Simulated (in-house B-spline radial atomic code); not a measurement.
**How G0W0 and RPA depend on the start: Ne³⁺**

Configuration [He] 2s2 2p3, highest spin. Computed with a B-spline radial code for spherical atoms: all electrons, scalar-relativistic (spin-free one-electron X2C), finite nucleus, each spin shell either full or empty, empty states to l = 9 with an (l + 1/2)⁻⁴ tail; G0W0 by contour deformation at full frequency.

```tsv
start	mean-field 2p up (eV)	G0W0 (eV)	QP weight	RPA correlation (Eh)
Hartree-Fock	-98.48	-97.74	0.974	-0.31407
LDA VWN5	-83.73	-96.86	0.941	-0.36752
PBE	-83.74	-96.73	0.942	-0.36727
PBE0	-87.61	-97.09	0.955	-0.35083
r2SCAN	-85.29	-96.93	0.950	-0.35776
HSE06	-87.16	-97.06	0.954	-0.3525
B3LYP (VWN-RPA)	-86.88	-97.00	0.953	-0.35412
SCAN	-85.37	-96.90	0.951	-0.35762
TPSS	-84.15	?	?	?
BHandHLYP	-91.34	-97.32	0.963	-0.33724
CAM-B3LYP	-88.91	-97.20	0.958	-0.34626
LC-wPBE	-89.56	?	?	?
wB97X	-89.66	-97.27	0.962	-0.34128
PBEsol	-83.59	-96.80	0.942	-0.36707
BLYP	-83.62	-96.68	0.941	-0.36753
r2SCAN0	-88.74	-97.19	0.959	-0.34493
LDA exchange-only	-82.37	-96.90	0.938	-0.36712
```

Q: What G0W0 level, weight and RPA correlation energy follow from the TPSS start?

A: G0W0 level -96.77 eV, weight 0.945, RPA correlation -0.36273 hartree.

Q: What G0W0 level, weight and RPA correlation energy follow from the LC-wPBE start?

A: G0W0 level -97.32 eV, weight 0.961, RPA correlation -0.34419 hartree.

Q: How much of the dependence on the start does G0W0 remove?

A: The mean-field levels span 16.1 eV and the G0W0 levels 1.07 eV. Against 97.190 ± 0.0025 eV (NIST, semi-empirical) the G0W0 removal energies are off by -0.51 to +0.55 eV.
